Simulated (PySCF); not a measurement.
## Bond length, frequency and bond energy of InSe by level of theory

State: ²Π (doublet), unpaired electrons π ↑. Set-up: PySCF, scalar-relativistic core potentials, basis sets In cc-pVDZ-PP with ECP28, Se cc-pVDZ-PP with ECP10. De refers to In + Se in their high-spin ground configurations, without counterpoise correction. The functionals are run spin-unrestricted. A positive dipole means In(−)Se(+).

| Level | Re (Å) | ωe (cm⁻¹) | De (eV) | μ (D) | CPU s a point (SCF and correlation, without the integrals) |
| --- | --- | --- | --- | --- | --- |
| UHF | 2.671 | 198 | 1.74 | -3.11 | 0.15 |
| UHF-MP2 | 2.649 | 206 | 2.56 | n/a | 0.28 |
| UHF-SCS-MP2 | 2.660 | 203 | 2.49 | n/a | n/a |
| UHF-CCSD | 2.660 | 203 | 2.43 | n/a | n/a |
| UHF-CCSD(T) | 2.662 | 202 | 2.51 | n/a | 10 |
| PBE | 2.682 | 192 | 3.05 | -2.54 | 0.86 |
| revPBE | 2.701 | 188 | 2.86 | -2.69 | 1.1 |
| PW91 | 2.679 | 193 | 3.08 | -2.52 | 0.66 |
| r²SCAN | 2.652 | 201 | 2.97 | -2.56 | 1.2 |
| PBE0 | 2.655 | 200 | 2.90 | -2.71 | 1.4 |
| M06 | 2.661 | 201 | 3.09 | -2.87 | 1.2 |
| ωB97X | 2.636 | 206 | 3.00 | -2.72 | 1.4 |

**Question.** Which functional lies closest to UHF-CCSD(T) in De, which farthest, and by how much do they differ from it?

**Answer.** Closest is revPBE (+3.9 pm in Re, -6.9 % in ωe, +0.35 eV in De against UHF-CCSD(T) in the same basis), farthest M06 (-0.1 pm in Re, -0.5 % in ωe, +0.58 eV in De). CCSD(T) converges more slowly with the basis than the functionals do and binds too weakly in this one, so the order can change at the basis-set limit.

**Question.** What does the step from GGA to meta-GGA do here, going from PBE to r²SCAN?

**Answer.** r²SCAN less PBE: -3.0 pm in Re, +4.7 % in ωe, -0.08 eV in De. 

**Question.** What does second-order correlation do here, going from UHF to UHF-MP2?

**Answer.** UHF-MP2 less UHF: -2.2 pm in Re, +4.0 % in ωe, +0.82 eV in De. Correlation nearly always deepens the well. The bond shortens, as in weak, metallic or heavy-atom bonds, where dispersion and the correlation of outer-core electrons pull the atoms together.

Correlated steps freeze 8 core orbitals. Correlated levels converge slowly with the basis: in double zeta they bind strong bonds too weakly, by up to about 1 eV, and carry superposition errors of some tenths. These are scalar-relativistic numbers at best; spin–orbit coupling would shift them, the dissociation energy most. The state was picked by a PBE0 search and need not be the measured ground state.

The whole job (state search and all levels along the bond) took about 3.8 min on 1 thread of Arm Neoverse N1 (shared host), peak memory 0.53 GiB.
